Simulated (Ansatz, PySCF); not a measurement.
Process, species as SMILES: [CH2]C(C)=O → [CH2]CC=O
Geometries: B3LYP-D3(BJ)/def2-TZVP minima from Ansatz (a program for electronic structure), one conformer each, not searched for the lowest. Markedly spin-contaminated UHF reference, which strains HF, MP2 and, less, CCSD(T): [CH2]C(C)=O.

Quantity: isomerisation energy (electronic energy difference), in kJ/mol. Valence correlation only, unless marked. Open shells are spin-unrestricted. Spin-orbit coupling is left out. No relativistic terms. 

| level | program | isomerisation energy (kJ/mol) |
|---|---|---|
| HF/cc-pVDZ | Ansatz | 60.2 |
| HF-D3(BJ)/def2-TZVPD | PySCF + dftd3 | 60.3 |
| LC-wPBE-D3(BJ)/def2-TZVPD | Ansatz + dftd3 | 52.0 |
| wB97M-V/def2-TZVPD | Ansatz | 55.2 |
| wB97X-V/def2-TZVPD | Ansatz | 55.5 |
| B2PLYP-D4/def2-TZVPD | Ansatz + dftd4 | 53.0 |
| RPA@PBE/cc-pVTZ | Ansatz | 54.2 |
| MP2/STO-3G | Ansatz | 63.0 |
| RI-MP2/cc-pVQZ | Ansatz | 23.1 |
| SCS-MP2/cc-pVTZ | Ansatz | 21.7 |
| CCSD/STO-3G | Ansatz | 60.6 |
| CCSD/6-31G | Ansatz | 61.0 |
| CCSD/aug-cc-pVDZ | Ansatz | 50.2 |
| CCSD(T)/cc-pVDZ | Ansatz | 47.8 |
